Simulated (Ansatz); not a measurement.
The inner images of a band of ClH + F4Ge (7 atoms, charge 0, multiplicity 1) are given out of order.

Level of theory: RKS B3LYP-D4/def2-SVP in Ansatz 0.2.0.

Initial state:

```xyz
7
Properties=species:S:1:pos:R:3
Ge -0.686 0.423 -0.432
F -0.004 -1.097 -0.838
F -1.928 0.727 -1.564
F -1.384 0.375 1.121
F 0.474 1.662 -0.573
H 1.667 -1.497 0.692
Cl 1.862 -0.592 1.594
```

Final state:

```xyz
7
Properties=species:S:1:pos:R:3
Ge -0.179 0.758 -0.043
F -0.162 -1.942 -0.079
F -0.552 0.308 -1.649
F -1.378 0.266 1.071
F -0.246 2.474 -0.036
H 0.717 -2.089 0.185
Cl 1.802 0.224 0.551
```

Q: Put them in order from the first end to the last, with their energies above the first end.
A.
```xyz
7
Properties=species:S:1:pos:R:3
Ge -0.532 0.368 -0.304
F 0.046 -1.222 -0.726
F -1.667 0.556 -1.561
F -1.370 0.350 1.181
F 0.507 1.714 -0.459
H 1.298 -1.316 0.492
Cl 1.718 -0.451 1.377
```
B.
```xyz
7
Properties=species:S:1:pos:R:3
Ge -0.623 0.389 -0.378
F 0.020 -1.157 -0.784
F -1.816 0.664 -1.565
F -1.372 0.347 1.151
F 0.513 1.651 -0.505
H 1.454 -1.373 0.590
Cl 1.824 -0.520 1.491
```
C.
```xyz
7
Properties=species:S:1:pos:R:3
Ge -0.430 0.363 -0.219
F 0.100 -1.295 -0.671
F -1.516 0.448 -1.531
F -1.398 0.357 1.191
F 0.487 1.796 -0.443
H 1.152 -1.286 0.381
Cl 1.605 -0.384 1.293
```
D.
```xyz
7
Properties=species:S:1:pos:R:3
Ge -0.351 0.399 -0.130
F 0.200 -1.382 -0.611
F -1.407 0.365 -1.485
F -1.440 0.374 1.191
F 0.480 1.862 -0.467
H 1.001 -1.322 0.220
Cl 1.517 -0.296 1.282
```
E.
```xyz
7
Properties=species:S:1:pos:R:3
Ge -0.222 0.742 0.000
F -0.037 -1.993 -0.263
F -0.745 0.219 -1.539
F -1.450 0.448 1.154
F -0.053 2.438 -0.192
H 0.834 -1.965 0.064
Cl 1.673 0.111 0.776
```
F.
```xyz
7
Properties=species:S:1:pos:R:3
Ge -0.250 0.652 0.007
F 0.101 -1.837 -0.457
F -0.993 0.211 -1.471
F -1.475 0.502 1.194
F 0.163 2.283 -0.332
H 0.885 -1.826 0.053
Cl 1.570 0.016 1.005
```
G.
```xyz
7
Properties=species:S:1:pos:R:3
Ge -0.273 0.522 -0.025
F 0.190 -1.604 -0.560
F -1.216 0.265 -1.444
F -1.472 0.448 1.200
F 0.361 2.064 -0.440
H 0.908 -1.606 0.074
Cl 1.503 -0.089 1.194
```

A: B (+0.04 eV), A (+0.21 eV), C (+0.56 eV), D (+0.88 eV), G (+0.53 eV), F (+0.23 eV), E (+0.01 eV).

Time of the run: 5.3 min on 2 threads of Arm Neoverse V1 (shared host), peak memory 0.29 GiB.
